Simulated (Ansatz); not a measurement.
Born–Oppenheimer molecular dynamics of AlClF3H (6 atoms, charge 0, multiplicity 1). It starts at the highest image of a converged band, a first-order saddle point between two minima.

These are results of RHF/def2-SVP in Ansatz, not measurements.

```yaml
ensemble: NVE (velocity Verlet)
time_step: 0.5 fs
steps_asked: 200
starting_velocities_drawn_for: 100 K
seed: 5717
```

First frame:

```xyz
6
Properties=species:S:1:pos:R:3
Al 0.014 -0.291 -0.012
Cl 0.014 0.045 2.278
F 1.429 0.157 -0.696
F -1.428 0.085 -0.684
F 0.063 -1.932 0.657
H 0.052 -1.361 1.738
```

Problem. What does the run give?

Solution. All steps were run.

```
steps done                                               : 200
time covered                                             : 100 fs
mean temperature over the second half                    : 738 K
spread of the potential energy over the second half      : 11.5 meV per atom
mean potential energy of the second half above the start : -55.1 meV per atom
```

The conserved energy stayed within 0.64 meV per atom of its start (net change -0.5 meV per atom), so the integration is sound. The kinetic energy rose, since the run started high on the potential surface and went downhill. It ends in pieces (AlClF2 + FH), so much of that is their flight and rotation, not heat. A run of 0.1 ps of so small a system gives no equilibrium averages. The orbitals stay closed-shell, which can raise the energy where a bond breaks towards radicals; this wasn't checked here.

Problem. What happens to the structure?

Solution. Between its relaxed ends the band would form Cl2–H6 and break F5–H6. These pairs go: Cl2–H6 1.51 → 4.24 Å, F5–H6 1.22 → 0.92 Å. In the last frame they stand as before the step (other bonds may differ from the relaxed reactants and products). Also parted: Al1–F5 1.77 → 2.49 Å. It ends as AlClF2 + FH. Pairs count as bonded within 1.25 times the sum of covalent radii (0.12 Å more for H–H). This is one draw of velocities; another would differ in detail.

Problem. How do temperature and energy run in time?

Solution. 
```
time (fs)  T (K)  potential energy less start (eV)  conserved less start (meV/atom)
        0    100                             0.000                             0.00
        3     77                             0.012                             0.01
        6     41                             0.030                             0.01
        9     40                             0.031                             0.02
       12     92                             0.004                             0.03
       15    271                            -0.088                             0.01
       18    361                            -0.136                            -0.06
       21    578                            -0.249                            -0.28
       24    495                            -0.203                             0.13
       27    809                            -0.369                            -0.39
       30   1005                            -0.471                            -0.48
       33    958                            -0.443                             0.14
       36   1098                            -0.516                             0.07
       39   1283                            -0.613                            -0.29
       42   1263                            -0.603                            -0.23
       45   1085                            -0.508                             0.15
       48    960                            -0.444                             0.17
       51   1029                            -0.484                            -0.55
       54    957                            -0.447                            -0.60
       57    726                            -0.323                             0.04
       60    646                            -0.280                             0.44
       63    728                            -0.324                             0.07
       66    940                            -0.438                            -0.64
       69    936                            -0.436                            -0.63
       72    720                            -0.320                             0.13
       75    661                            -0.288                             0.39
       78    701                            -0.311                            -0.03
       81    802                            -0.367                            -0.59
       84    724                            -0.326                            -0.54
       87    513                            -0.212                             0.20
       90    518                            -0.215                             0.25
       93    632                            -0.276                            -0.14
       96    751                            -0.339                            -0.50
       99    723                            -0.324                            -0.39
```

Run time: 3.5 min on 1 thread of Intel(R) Xeon(R) CPU @ 2.60GHz (Ice Lake), with other jobs on the host, peak memory 0.17 GiB.
